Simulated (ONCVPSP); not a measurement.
Configuration tests for tantalum (Ta) (ONCV)

tantalum (Ta), optimised norm-conserving Vanderbilt (ONCV), made with ONCVPSP 4.0.1 (PBE, scalar-relativistic). Core [Kr] 4d10, reference 4f14 5s2 5p6 5d3 6s1.5 6p0.5. Waves: 5s+6s: rc 1.40 bohr, ncon 4, nbas 7, qcut 7.3 1/bohr, 2 projectors; 5p+6p: rc 2.05 bohr, ncon 4, nbas 8, qcut 5.7 1/bohr, 2 projectors; 5d: rc 1.95 bohr, ncon 4, nbas 7, qcut 4.4 1/bohr, 2 projectors, debl 0.8 Ha; 4f: rc 0.55 bohr, ncon 5, nbas 8, qcut 19.2 1/bohr, 3 projectors, debl 2.3 Ha. Local part: polynomial inside 0.40 bohr (lpopt 5, dvloc0 1 Ha). Core correction: none.

Energies are relative to the spin-unpolarised reference configuration 4f14 5s2 5p6 5d3 6s1.5 6p0.5; without spin polarisation the order of configurations can differ from experiment.

```
   valence configuration  charge  ΔE all-electron (eV)  error AE − PS (meV)
4f14 5s2 5p6 5d3 6s2 6p0       0                -2.056                 +0.5
4f14 5s2 5p6 5d4 6s0 6p0      +1                 7.845                 -8.6
```

(1) What are ΔE and the potential's error for 4f14 5s2 5p6 5d3 6s0 6p0?

(2) What are ΔE and the potential's error for 4f14 5s2 5p6 5d3 6s1 6p0?

Levels in the configuration 4f14 5s2 5p6 5d3 6s1 6p0:

```csv
level,all-electron (eV),pseudo (eV)
4f,-31.907,-31.893
5s,-80.206,-80.212
5p,-46.622,-46.626
5d,-10.487,-10.486
6s,-11.620,-11.620
```

Note: ghosts flagged at negative energy: s at -2471.2 eV, s at -188.7 eV, p at -1071.1 eV, d at -156.4 eV, f at -9608.5 eV; GHOST(+) flags only above 600 eV. A true bound ghost makes a file unfit for plane-wave use.

## Answers

(1) ΔE = 21.384 eV all-electron; the error (AE − PS) is -7.2 meV.

(2) ΔE = 6.411 eV all-electron; the error (AE − PS) is -2.4 meV.
